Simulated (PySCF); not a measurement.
PySCF input:

```python
from pyscf import gto, scf, dft

mol = gto.M(
    atom='''
    Si   -0.50913027   -0.96566052   -0.92254312
    N    -0.12914695    0.36811009    0.33487157
    C     0.60145331    1.48057050   -0.20970711
    H     0.07245705    1.88703474   -1.07635629
    H     0.70408556    2.28942392    0.53302838
    H     1.63140683    1.22474884   -0.54793683
    C     0.51137382   -0.12744558    1.52317648
    H     0.61327149    0.66829469    2.28004340
    H    -0.08547122   -0.93215537    1.96175280
    H     1.53271567   -0.53699477    1.35061172
    H    -1.51358607   -0.11711471   -1.73631207
    H    -1.59998956   -1.65951023   -0.07414468
    ''',
    basis='def2-tzvpd',
    charge=-1,
    spin=0,
    verbose=4,
)

mf = dft.RKS(mol, xc='tpssh').density_fit(auxbasis='def2-universal-jkfit')
mf.grids.level = 3
mf.conv_tol = 1e-9
mf.max_cycle = 100
mf.max_memory = 1500
mf.kernel()
if not mf.converged:
    mf = mf.newton()
    mf.kernel(mf.make_rdm1())
mf.analyze()
```

Task: What final total energy does it print?

Result: -425.34726 Eh (TPSSh/def2-TZVPD).

It need not be the lowest isomer of its formula. Whether it binds its extra electron was not tested at this geometry.
